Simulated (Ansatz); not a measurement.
C3H10Si2 (`[SiH3]/C=C/C[SiH3]`) at its PBE0-D4/def2-TZVP geometry, where that method's forces vanish. Charge 0, multiplicity 1.

```xyz
15

Si   -0.6457   -0.4092   -2.7021
C    -0.6008   -0.6792   -0.8705
C    -0.4867    0.3201    0.0076
C    -0.3998    0.1768    1.4852
Si    1.3790    0.4055    2.0776
H    -1.9097   -0.9278   -3.2948
H    -0.5436    1.0497   -2.9757
H     0.4784   -1.1108   -3.3817
H    -0.6704   -1.6950   -0.4802
H    -0.4120    1.3416   -0.3661
H    -1.0140    0.9307    1.9893
H    -0.7455   -0.8092    1.8090
H     1.4334    0.3780    3.5644
H     1.9053    1.7126    1.6020
H     2.2319   -0.6837    1.5361
```

**Question.** What forces (eV/Å) does ωB97M-V/def2-TZVPP give on these atoms in Ansatz 0.2.0? (Best estimate.)

**Answer.** Ansatz gave: 
```
Si1 -0.005  0.022 -0.213
C2   0.008 -0.009  0.084
C3  -0.030  0.023 -0.291
C4   0.034 -0.020  0.304
Si5  0.107  0.007  0.057
H6   0.147  0.064  0.075
H7  -0.011 -0.159  0.039
H8  -0.130  0.085  0.085
H9   0.004  0.073  0.003
H10 -0.007 -0.068  0.013
H11  0.035 -0.067 -0.049
H12  0.013  0.071 -0.031
H13 -0.008  0.003 -0.175
H14 -0.062 -0.144  0.046
H15 -0.096  0.120  0.055
```
